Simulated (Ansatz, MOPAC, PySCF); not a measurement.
Noncovalent pair: ethylamine (SMILES CCN) (first 10 atoms) with NH3 (SMILES N); geometry from B3LYP-D3(BJ)/def2-TZVP, rigid monomers moved along the line of their centres of mass till N3···H14 is 3.92 Å.
(charge 0, multiplicity 1):
```xyz
14

C      1.3411     0.2681     0.3568
C     -0.1120     0.6768     0.1757
N     -1.0094    -0.3729     0.6788
H      2.0087     1.0483    -0.0130
H      1.5587     0.0941     1.4108
H      1.5605    -0.6468    -0.2013
H     -0.2981     0.9239    -0.8788
H     -0.3093     1.5816     0.7555
H     -1.9799    -0.1173     0.5373
H     -0.8553    -1.2390     0.1737
N     -0.0297    -0.3805     5.4474
H      0.2421    -1.2725     5.8452
H     -0.7192     0.0240     6.0709
H     -0.4877    -0.5687     4.5550
```

Monomers are frozen at their geometry in the pair; levels with a basis set take the counterpoise correction. Rows marked so take none.

Frozen-core correlation. Rows in 3-21G, 6-311+G**, 6-31G*, STO-3G carry no dispersion term and start afresh at each structure (6-31G* with six Cartesian d functions). MP2/6-31G* freezes PySCF's default core. The state that PM3 reach isn't checked.

The values were computed with Ansatz (Gaussian orbitals); MOPAC for PM3 (differences of heats of formation); PySCF for 3-21G rows, 6-311+G** rows, 6-31G* rows, STO-3G rows, the dispersion terms. Values without a source in brackets are computed.

Other levels give for the interaction energy: PBE/def2-TZVPPD -3.1; B3LYP/def2-TZVPPD -2.3; B3LYP-D3(BJ)/def2-TZVPPD -3.3; wB97M-V/def2-TZVPPD -3.5; CCSD(T)/aug-cc-pVDZ -3.5 kJ/mol.

Common cheap choices:

| level | interaction energy (kJ/mol) |
|---|---|
| PM3 | -0.6 |
| HF/STO-3G (no counterpoise) | -1.5 |
| HF/3-21G (no counterpoise) | -2.9 |
| B3LYP/3-21G (no counterpoise) | -2.6 |
| B3LYP/6-31G* | -2.3 |
| B3LYP/6-31G* (no counterpoise) | -3.2 |
| B3LYP/6-311+G** (no counterpoise) | -2.8 |
| MP2/6-31G* | -2.9 |

Ansatz is an electronic-structure program.
